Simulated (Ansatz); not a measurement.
CH4Cl3InO, SMILES `C[OH+][In-]([Cl])([Cl])[Cl]`, 10 atoms. The species carries charge 0 and has multiplicity 1. Correlated methods include outer-core shells of In, which these sets cover unevenly. In: def2 effective core potential. All runs use 4 threads of an Arm Neoverse V1 on a shared host. Correlated methods freeze the cores.

**Question.** Give the basis size and wall time and peak host memory of each of these runs in Ansatz. RKS PBE0-D4/def2-SVP energy; RKS ωB97M-V/def2-QZVPP energy; RKS PBE0-D4/def2-TZVP relaxation (32 steps); RKS PBE0-D4/def2-QZVPP energy; RKS PBE0-D4/def2-TZVP frequencies; RHF-CCSD(T)/def2-SVP energy; RHF-MP2/def2-QZVPP energy; direct RPA on PBE orbitals/def2-TZVPP energy; RKS r2SCAN-D4/def2-TZVPP energy and forces; RKS BLYP-D4/def2-TZVPP energy; RKS PBE-D4/def2-TZVPP energy and forces; RKS r2SCAN0-D4/def2-TZVPP energy. (An estimate is asked.)

**Answer.** Ansatz gave: Other jobs shared the machine, so times are rough.

```tsv
level	job	functions	wall time	peak host memory (GiB)
RKS PBE0-D4/def2-SVP	energy	128	2.5 s	0.34
RKS BLYP-D4/def2-TZVPP	energy	294	4.5 s	0.52
RKS PBE-D4/def2-TZVPP	energy and forces	294	5 s	0.52
RKS r2SCAN-D4/def2-TZVPP	energy and forces	294	12 s	0.55
direct RPA on PBE orbitals/def2-TZVPP	energy	294	13 s	0.89
RKS r2SCAN0-D4/def2-TZVPP	energy	294	14 s	1.3
RHF-CCSD(T)/def2-SVP	energy	128	21 s	0.8
RKS PBE0-D4/def2-QZVPP	energy	526	22 s	3
RHF-MP2/def2-QZVPP	energy	526	45 s	3.7
RKS ωB97M-V/def2-QZVPP	energy	526	45 s	3
RKS PBE0-D4/def2-TZVP	relaxation (32 steps)	247	4.7 min	0.99
RKS PBE0-D4/def2-TZVP	frequencies	247	6.6 min	1
```
